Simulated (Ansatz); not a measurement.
Geometry optimisation, Ansatz, RKS PBE0-D4/def2-SVP.

The input (input.yaml):

```yaml
crystal:
  periodic: [false, false, false]
  atoms:
    - { symbol: W, position_ang: [0.162962, 0.147022, -0.523668] }
    - { symbol: O, position_ang: [0.255187, 0.127764, 2.601245] }
    - { symbol: H, position_ang: [-0.666603, 0.409498, 2.558152] }
    - { symbol: H, position_ang: [1.519156, -0.59309, 0.110504] }
    - { symbol: H, position_ang: [-0.63497, 1.360688, 0.314547] }
    - { symbol: H, position_ang: [-1.341421, -0.276557, 0.072138] }
    - { symbol: H, position_ang: [-0.010617, -1.445866, -0.057274] }
    - { symbol: H, position_ang: [0.231032, 0.376854, -2.234649] }
    - { symbol: H, position_ang: [1.173251, 1.159126, 0.41172] }
    - { symbol: H, position_ang: [0.741124, 0.889361, 2.206385] }
basis:
  gaussian: { orbitals: def2-SVP }
hamiltonian:
  xc: pbe0
  dispersion: d4
relax:
  f_tol: 0.03
  max_steps: 50
```

Launched with:

```bash
$ ansatz run input.yaml --threads 1 --pin off --max-ram 2048MiB --backend cpu --events-out ev --progress --plain --runs-dir out
```

Problem. Where does it end, and by what steps?

Solution. The run converged. After 6 steps the energy has fallen by 0.250 eV; O2 moved furthest, 0.50 Å. Joined: W1–O2 (3.13 → 2.54 Å).

| step | energy less start (eV) | largest force component (eV/Å) | accepted |
| --- | --- | --- | --- |
| 0 | 0.0000 | 0.719 | yes |
| 1 | -0.0578 | 2.044 | yes |
| 2 | -0.1001 | 2.351 | yes |
| 3 | -0.2227 | 0.652 | yes |
| 4 | -0.2379 | 0.372 | yes |
| 5 | -0.2494 | 0.045 | yes |
| 6 | -0.2504 | 0.014 | yes |

```xyz
10
Properties=species:S:1:pos:R:3
W 0.168 0.172 -0.420
O 0.188 0.027 2.114
H -0.706 0.284 2.371
H 1.566 -0.514 0.193
H -0.592 1.479 0.311
H -1.336 -0.190 0.229
H 0.016 -1.391 0.153
H 0.159 0.249 -2.165
H 1.224 1.272 0.284
H 0.742 0.766 2.390
```

Whether the end is a true minimum wasn't checked by a vibrational analysis.

The run took 53 s on 1 thread of AMD EPYC 7R43 64-Core Processor (Zen 3), on a shared host, peak memory 0.18 GiB.
